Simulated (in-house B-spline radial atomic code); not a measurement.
# Ionising Ne⁵⁺ with different functionals

Computed with a radial B-spline atomic code at the basis-set limit: scalar-relativistic (spin-free X2C) Hamiltonian, Fermi nucleus of rms radius 3.0055 fm, spin-polarised at highest spin, spherical fractional occupations for the functionals, and exact exchange of hybrids averaged over the configuration. The ionisation energy is the difference of two self-consistent energies, [He] 2s2 2p1 → [He] 2s2, without Breit or QED terms; ε is the level of the shell that loses the electron (its least bound occupied spin orbital).

| method | rung | ΔSCF (eV) | -ε(2p) (eV) |
| --- | --- | --- | --- |
| PBE0 | global hybrid | ? | ? |
| B3LYP | global hybrid | 158.69 | 146.12 |
| TPSSh | global hybrid | 158.00 | 144.11 |
| BHandHLYP | global hybrid | 158.69 | 151.05 |
| r2SCAN0 | global hybrid | 157.87 | 146.69 |
| B97-1 | global hybrid | ? | ? |
| HSE06 | range-separated hybrid | 158.38 | 146.25 |
| wB97X | range-separated hybrid | 157.94 | 148.66 |
| CAM-B3LYP | range-separated hybrid | 158.60 | 148.12 |
| LC-wPBE | range-separated hybrid | 158.38 | 148.39 |

Problem. What does B97-1 give?

Solution. ΔSCF 158.20 eV, and -ε(2p) = 145.89 eV.

Problem. What does PBE0 give?

Solution. ΔSCF 158.32 eV, and -ε(2p) = 146.61 eV.

Problem. Among the functionals, which spreads more, the ΔSCF values or the orbital energies?

Solution. The orbital energies: ΔSCF values span about 0.82 eV and the orbital energies 6.94 eV; here energy differences depend much less on the functional than eigenvalues do.

Problem. How do they compare with the NIST value?

Solution. NIST lists 157.93 eV ± 0.005 (measured, ground level to ground level). Errors run from -0.06 to +0.76 eV; wB97X is closest (+0.00 eV), but part of that can be cancellation, since the calculations leave out spin-orbit coupling, Breit-QED terms, multiplet and fine-structure energies.
